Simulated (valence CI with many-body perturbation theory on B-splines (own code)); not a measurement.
## E1 line list for Sn44+

Calculated by configuration interaction combined with many-body perturbation theory (CI+MBPT): four valence electrons over a frozen Dirac-Fock core [He], a basis of 11 s, 11 p, 10 d, 8 f, 5 g, 2 h functions for each j, with the one-electron correlation potential Σ1 (screened to all orders), the two-electron term Σ2, the three-electron term Σ3, Breit, model QED; selected single and double excitations, second order for the rest, scaled by the run's own slope (own B-spline code, finite nucleus).

The last digits are not significant, and no measured levels were compared; by estimate large intervals hold to a few tenths of a per cent, small ones and those within an open d or f shell to about a per cent. Among the levels kept, up to 840 cm⁻¹ of a level comes from second order outside the variational space, and about a tenth of that is noise between levels of different J, which matters for small intervals.

Lines 201 to 250 of 546 in falling wavelength, among levels below 5257.5 eV, chosen from the strongest by gf and those to the six lowest levels. Wavelengths and rates use the calculated energies. Electric multipoles are in the length gauge, E1 and E2 with the static RPA response of the core. Weak lines are less certain than strong ones. Lines between different terms over intervals too small for the method are left out, as are lines whose strength nearly cancels. Where a level lies close to another of its J and parity, the split of strength between their lines is uncertain. The highest levels of a list are the least certain.

Levels are named by their leading jj configuration (3d3/2^4 stands for four electrons in 3d with j = 3/2), which in mixed levels can hold well under half, so a name can repeat and another be missing. Letters in brackets count levels of one name in rising energy.

```tsv
λ vac (nm)	Upper	Lower	A (s⁻¹)	log gf	Branch %
2.788	(2s 2p3/2^2 3d3/2) J=2 [c]	(2s 2p1/2 2p3/2 3p1/2) J=3 [b]	2.69e+11	-0.81	0.1
2.786	(2s 2p3/2^2 3d3/2) J=1 [b]	(2s^2 2p3/2 3d3/2) J=2	4.70e+11	-0.79	0.2
2.782	(2s 2p3/2^2 3p3/2) J=2 [c]	(2s^2 2p3/2 3p3/2) J=2	3.12e+11	-0.74	5.0
2.777	(2p1/2^2 2p3/2 3d5/2) J=3	(2s 2p1/2^2 3d5/2) J=2	1.15e+11	-1.03	0.0
2.776	(2s 2p1/2 2p3/2 3p3/2) J=1 [d]	(2s^2 2p1/2 3p3/2) J=2	3.60e+11	-0.90	7.8
2.776	(2p1/2 2p3/2^2 3s) J=1 [b]	(2s 2p1/2 2p3/2 3s) J=2 [c]	4.49e+11	-0.81	1.3
2.774	(2s 2p3/2^2 3s) J=1 [b]	(2s^2 2p3/2 3s) J=1	6.80e+11	-0.63	1.1
2.773	(2s 2p1/2 2p3/2 3p3/2) J=1 [c]	(2s^2 2p1/2 3p3/2) J=1	2.83e+11	-1.01	0.6
2.772	(2s 2p3/2^2 3d5/2) J=3 [c]	(2s^2 2p3/2 3d5/2) J=2	1.26e+11	-0.99	0.0
2.771	(2s 2p3/2^2 3d3/2) J=1 [c]	(2s^2 2p3/2 3d3/2) J=0	2.42e+11	-1.08	0.1
2.770	(2s 2p3/2^2 3s) J=1 [a]	(2s^2 2p3/2 3s) J=2	4.24e+11	-0.84	1.4
2.770	(2p1/2 2p3/2^2 3p3/2) J=2 [c]	(2s 2p1/2 2p3/2 3p3/2) J=3 [c]	3.11e+11	-0.75	0.4
2.766	(2p1/2 2p3/2^2 3s) J=2 [b]	(2s 2p1/2 2p3/2 3s) J=2 [b]	2.16e+11	-0.91	0.4
2.765	(2p1/2^2 2p3/2 3d3/2) J=3	(2s 2p1/2^2 3d3/2) J=2	2.19e+11	-0.76	6.0
2.764	(2s 2p3/2^2 3d5/2) J=4 [b]	(2s^2 2p3/2 3d5/2) J=4	4.94e+11	-0.29	11.6
2.762	(2s 2p3/2^2 3d3/2) J=3 [b]	(2s 2p1/2 2p3/2 3p1/2) J=3 [a]	3.82e+11	-0.51	0.1
2.759	(2s 2p3/2^2 3p1/2) J=2 [b]	(2s^2 2p3/2 3p1/2) J=2	6.02e+11	-0.46	1.5
2.759	(2p1/2 2p3/2^2 3p3/2) J=1 [c]	(2s 2p1/2 2p3/2 3p3/2) J=2 [c]	3.49e+11	-0.92	0.4
2.757	(2s 2p3/2^2 3p3/2) J=3 [b]	(2s^2 2p3/2 3p3/2) J=3	4.87e+11	-0.41	0.9
2.755	(2s 2p3/2^2 3p1/2) J=1 [a]	(2s^2 2p3/2 3p1/2) J=1	5.78e+11	-0.70	1.0
2.752	(2s 2p3/2^2 3d5/2) J=3 [b]	(2s^2 2p3/2 3d5/2) J=4	4.45e+11	-0.45	2.0
2.750	(2p1/2^2 2p3/2 3p1/2) J=2	(2s 2p1/2^2 3p1/2) J=1	2.74e+11	-0.81	0.6
2.744	(2p1/2 2p3/2^2 3d5/2) J=3	(2s 2p1/2 2p3/2 3d5/2) J=2 [a]	1.08e+11	-1.07	0.8
2.743	(2s 2p1/2 2p3/2^2) J=0	(2s^2 2p1/2 2p3/2) J=1	3.98e+11	-1.35	100.0
2.739	(2p1/2^2 2p3/2 3s) J=2	(2s 2p1/2^2 3s) J=1	2.82e+11	-0.80	1.1
2.738	(2p1/2 2p3/2^2 3p1/2) J=3	(2s^2 2p3/2 3d5/2) J=4	1.18e+11	-1.03	0.4
2.734	(2s 2p3/2^2 3s) J=2 [b]	(2s^2 2p3/2 3s) J=2	6.21e+11	-0.46	4.7
2.734	(2p1/2^2 2p3/2 3d5/2) J=1	(2s 2p1/2^2 3d5/2) J=2	3.02e+11	-0.99	0.1
2.732	(2s 2p3/2^2 3d5/2) J=2 [c]	(2s^2 2p3/2 3d5/2) J=3	5.81e+11	-0.49	0.1
2.730	(2p1/2 2p3/2^2 3d3/2) J=4	(2s 2p1/2 2p3/2 3d3/2) J=4	2.00e+11	-0.70	16.9
2.728	(2s 2p3/2^2 3d5/2) J=1 [b]	(2s^2 2p3/2 3d5/2) J=2	4.62e+11	-0.81	0.1
2.728	(2s 2p3/2^2 3d3/2) J=2 [b]	(2s^2 2p3/2 3d3/2) J=2	1.74e+11	-1.01	0.1
2.726	(2p1/2 2p3/2^2 3p1/2) J=3	(2s 2p1/2 2p3/2 3p1/2) J=3 [b]	2.75e+11	-0.67	0.9
2.723	(2s 2p3/2^2 3d3/2) J=2 [c]	(2s 2p1/2 2p3/2 3p1/2) J=3 [a]	1.65e+11	-1.04	0.1
2.722	(2s 2p1/2^2 2p3/2) J=1	(2s^2 2p1/2^2) J=0	4.57e+11	-0.82	95.5
2.721	(2p1/2^2 2p3/2 3d3/2) J=1	(2s 2p1/2^2 3d3/2) J=1	2.62e+11	-1.06	0.4
2.719	(2p1/2 2p3/2^2 3p3/2) J=4	(2s 2p1/2 2p3/2 3p3/2) J=4	2.52e+11	-0.60	0.3
2.718	(2s 2p3/2^2 3p3/2) J=2 [b]	(2s^2 2p3/2 3p3/2) J=3	3.85e+11	-0.67	4.6
2.708	(2p1/2 2p3/2^2 3p1/2) J=2 [b]	(2s 2p1/2 2p3/2 3p1/2) J=2 [b]	2.83e+11	-0.81	0.3
2.692	(2s 2p1/2 2p3/2^2) J=2 [b]	(2s^2 2p1/2 2p3/2) J=2	6.87e+11	-0.43	93.6
2.691	(2p1/2 2p3/2^2 3s) J=3	(2s 2p1/2 2p3/2 3s) J=3	2.97e+11	-0.65	1.5
2.690	(2p1/2^2 2p3/2 3d5/2) J=3	(2s 2p1/2^2 3d5/2) J=3	1.56e+11	-0.93	0.0
2.680	(2p1/2 2p3/2^2 3p1/2) J=2 [a]	(2s 2p1/2 2p3/2 3p1/2) J=2 [a]	2.34e+11	-0.90	0.1
2.669	(2s 2p1/2 2p3/2^2) J=1 [b]	(2s^2 2p1/2 2p3/2) J=2	5.99e+11	-0.72	93.8
2.667	(2p1/2 2p3/2^2 3d3/2) J=3	(2s 2p1/2 2p3/2 3d3/2) J=3 [a]	1.88e+11	-0.85	0.3
2.666	(2p1/2 2p3/2^2 3p3/2) J=3 [a]	(2s 2p1/2 2p3/2 3p3/2) J=3 [a]	2.69e+11	-0.70	0.3
2.666	(2s 2p1/2 2p3/2^2) J=1 [a]	(2s^2 2p1/2 2p3/2) J=1	6.90e+11	-0.66	95.1
2.659	(2p1/2 2p3/2^2 3d5/2) J=4	(2s 2p1/2 2p3/2 3d5/2) J=4 [a]	2.21e+11	-0.68	17.4
2.622	(2p1/2 2p3/2^2 3s) J=2 [a]	(2s 2p1/2 2p3/2 3s) J=2 [a]	2.52e+11	-0.89	2.0
2.617	(2p1/2^2 2p3/2^2) J=0	(2s 2p1/2^2 2p3/2) J=1	7.86e+11	-1.09	87.9
```

Task: How does gf follow from A for the line at 2.771 nm?

Result: gf = 1.4992 × (2J+1)_upper × A / σ², with σ = 3608567 cm⁻¹ and 2J+1 = 3: gf = 0.0836.
